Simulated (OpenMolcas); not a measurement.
Pt3+ (d7) among equal point charges was computed by CASSCF with the d shell active (OpenMolcas, ANO-RCC-VDZP on the metal). Its lowest spin-free states, and all those of the highest spin:

| 2S+1 | Degeneracy | E (cm-1) |
| --- | --- | --- |
| 4 | 2 | 0.0 |
| 4 | 2 | 3122 |
| 4 | 1 | 9831 |
| 4 | 1 | 10699 |
| 4 | 1 | 10868 |
| 2 | 2 | 15579 |
| 2 | 2 | 15819 |
| 2 | 2 | 16872 |
| 2 | 2 | 17239 |
| 2 | 1 | 17671 |
| 2 | 1 | 17974 |
| 2 | 1 | 18340 |
| 4 | 2 | 19046 |
| 4 | 1 | 24312 |

Task: Is the site octahedral, tetrahedral or cube-like, axial, or of lower symmetry?

Result: The states with 2S+1 = 4 have orbital degeneracies 2, 2, 1, 1, 1, 2, 1. There are pairs but no triples, so the site is axial: not cubic, but with a proper or improper axis of order three or more. The run had Pt3+ among 6 point charges of -1.5 e arranged as a trigonal prism (D3h), 1.79 Å from the ion, with a polar angle of 60.9° against the regular 49.1°.

Spin-orbit coupling mixes the spin-free states strongly: the lowest level takes only 58 % from its leading state, 4E. An orbital doublet at a regular site is open to a Jahn-Teller distortion, which this geometry leaves out. Without dynamic correlation the repulsion within the d shell is too large (B by tens of per cent), so at a given field states of lower spin stand too high. Point charges give a weaker field than real ligands, and real ions of this kind are as a rule low spin; the high spin found here belongs to the model. Point charges carry no covalency, so the field is a model and not that of real ligands. No measured value stands beside these numbers.
